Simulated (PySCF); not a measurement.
Delta-SCF ions had no search for a lower state. Excitations are Tamm–Dancoff values on a coarser integration grid. The basis has no diffuse functions, so Rydberg states are missing or too high.

# CH$_{4}$B$_{2}$, SMILES `B=BC` (charge 0, multiplicity 1)

Computed with ωB97X-D3(BJ)/def2-TZVP // PBE0-D3(BJ)/def2-TZVP (PySCF).

| Item | Value |
|---|---|
| HOMO | -7.51 eV |
| dipole moment | 1.32 D |
| HOMO–LUMO gap | 6.37 eV |
| LUMO | -1.14 eV |
| S1 excitation (TDA) | 4.75 eV |
| S1 oscillator strength | 0.004 |
| brightest of the four lowest singlets (TDA) | 6.49 eV |
| T1 excitation (TDA) | 3.70 eV |
| S1–T1 gap (TDA) | 1.04 eV |
| vertical ionisation energy (Delta-SCF) | 7.54 eV |
| total energy | -90.1582 Ha |
| cost | about 30 core-seconds (a rough figure) |

```xyz
7

B      1.9508    -0.0953    -0.0193
B      0.4342     0.0513     0.0518
C     -1.0802     0.1114     0.1388
H      3.1201    -0.2098    -0.0743
H     -1.5890     0.3812    -0.7900
H     -1.4751     0.6979     0.9721
H     -1.3609    -0.9366     0.3454
```
